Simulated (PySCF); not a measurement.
CH₈O₂Si₃, SMILES O=C(O)[SiH2][SiH2][SiH3], singlet, GFN2-xTB optimised geometry.

```
14

O      0.62    -1.28     0.00
C     -0.59    -1.28     0.00
O     -1.29    -2.41    -0.01
Si    -1.64     0.33     0.00
Si    -0.09     1.83    -0.84
Si     1.99     1.57     0.16
H     -0.71    -3.19    -0.01
H     -2.90    -0.05    -0.65
H     -1.98     0.52     1.42
H     -0.02     1.67    -2.30
H     -0.64     3.19    -0.69
H      2.90     0.72    -0.61
H      2.67     2.87     0.31
H      1.86     1.03     1.51
```

Density from PySCF 2.14.0 with B3LYP/def2-TZVP at that geometry.

Minimum of the electron density along straight lines between bonded atoms, close to the bond critical point (lines longer than 1.1 times the sum of covalent radii, or with two minima, are not listed):

```json
[
 {"bond": "O1–C2", "length / Å": "1.212", "ρ at the minimum / e bohr⁻³": "0.424", "∇²ρ there / e bohr⁻⁵": "…", "position (fraction from the first atom)": "0.66"},
 {"bond": "C2–O3", "length / Å": "1.332", "ρ at the minimum / e bohr⁻³": "0.313", "∇²ρ there / e bohr⁻⁵": "-0.60", "position (fraction from the first atom)": "0.34"},
 {"bond": "C2–Si4", "length / Å": "1.914", "ρ at the minimum / e bohr⁻³": "…", "∇²ρ there / e bohr⁻⁵": "0.19", "position (fraction from the first atom)": "0.62"},
 {"bond": "Si4–Si5", "length / Å": "2.315", "ρ at the minimum / e bohr⁻³": "0.097", "∇²ρ there / e bohr⁻⁵": "-0.17", "position (fraction from the first atom)": "0.62"},
 {"bond": "Si5–Si6", "length / Å": "2.323", "ρ at the minimum / e bohr⁻³": "0.096", "∇²ρ there / e bohr⁻⁵": "-0.18", "position (fraction from the first atom)": "0.54"},
 {"bond": "O3–H7", "length / Å": "0.975", "ρ at the minimum / e bohr⁻³": "…", "∇²ρ there / e bohr⁻⁵": "-2.34", "position (fraction from the first atom)": "0.80"},
 {"bond": "Si4–H8", "length / Å": "1.466", "ρ at the minimum / e bohr⁻³": "0.125", "∇²ρ there / e bohr⁻⁵": "0.18", "position (fraction from the first atom)": "0.49"},
 {"bond": "Si4–H9", "length / Å": "1.470", "ρ at the minimum / e bohr⁻³": "0.123", "∇²ρ there / e bohr⁻⁵": "0.17", "position (fraction from the first atom)": "0.49"},
 {"bond": "Si5–H10", "length / Å": "1.475", "ρ at the minimum / e bohr⁻³": "0.120", "∇²ρ there / e bohr⁻⁵": "0.17", "position (fraction from the first atom)": "0.49"},
 {"bond": "Si5–H11", "length / Å": "1.475", "ρ at the minimum / e bohr⁻³": "0.121", "∇²ρ there / e bohr⁻⁵": "0.18", "position (fraction from the first atom)": "0.49"},
 {"bond": "Si6–H12", "length / Å": "1.460", "ρ at the minimum / e bohr⁻³": "0.125", "∇²ρ there / e bohr⁻⁵": "0.18", "position (fraction from the first atom)": "0.50"},
 {"bond": "Si6–H13", "length / Å": "1.471", "ρ at the minimum / e bohr⁻³": "0.122", "∇²ρ there / e bohr⁻⁵": "0.19", "position (fraction from the first atom)": "0.49"},
 {"bond": "Si6–H14", "length / Å": "1.463", "ρ at the minimum / e bohr⁻³": "0.124", "∇²ρ there / e bohr⁻⁵": "0.19", "position (fraction from the first atom)": "0.49"}
]
```

Task: Complete the blanks.

Result: 
- O1–C2, ∇²ρ there / e bohr⁻⁵: -0.27
- C2–Si4, ρ at the minimum / e bohr⁻³: 0.113
- O3–H7, ρ at the minimum / e bohr⁻³: 0.347
